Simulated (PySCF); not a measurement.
Species: C7H9P.
Geometry (GFN2-xTB, Å), atoms numbered from 1 in this order:
```xyz
17
C7H9P angstrom
C      3.7837   -0.2087    1.9315
C      2.8990   -0.0600    0.7980
C      2.1228    0.0602   -0.1171
P      1.1409    0.2836   -1.5679
C     -0.3540    0.1574   -0.9009
C     -1.5966    0.0968   -0.5154
C     -2.3457    1.3135   -0.0441
C     -2.3665   -1.1945   -0.4710
H      4.7496   -0.5921    1.6025
H      3.3542   -0.9024    2.6544
H      3.9329    0.7572    2.4148
H     -2.6599    1.1808    0.9912
H     -3.2386    1.4567   -0.6521
H     -1.7243    2.2027   -0.1123
H     -1.7601   -2.0240   -0.8263
H     -2.6880   -1.4022    0.5495
H     -3.2564   -1.1130   -1.0951
```

A PySCF run (density fitting, gas phase, GFN2-xTB geometry) gave HOMO -5.51 eV, LUMO -2.10 eV, dipole 2.20 D and E = -613.123 Eh.

**Question.** Which of these levels was it?
A. PBE0/pcSseg-1
B. BP86/def2-SVP
C. PBE0/def2-SVPD

**Answer.** B. It is BP86/def2-SVP. All candidates on this geometry:

```
                               level and settings           kind  basis functions  SCF cycles     E (Eh)  HOMO (eV)  LUMO (eV)  dipole (D)
BP86/def2-SVP, fitting basis def2-universal-jkfit            GGA              161          13  -613.1232      -5.51      -2.10        2.20
                                   PBE0/def2-SVPD  global hybrid              236          15  -612.6448      -6.54      -1.34        2.23
                                    PBE0/pcSseg-1  global hybrid              188          15  -612.8872      -6.54      -1.35        2.27
```

The nearest other candidate, by the summed differences of HOMO and LUMO, is PBE0/def2-SVPD: its HOMO differs by -1.03 eV and its LUMO by +0.76 eV. Cycle counts include a coarse-grid stage where the run had one.
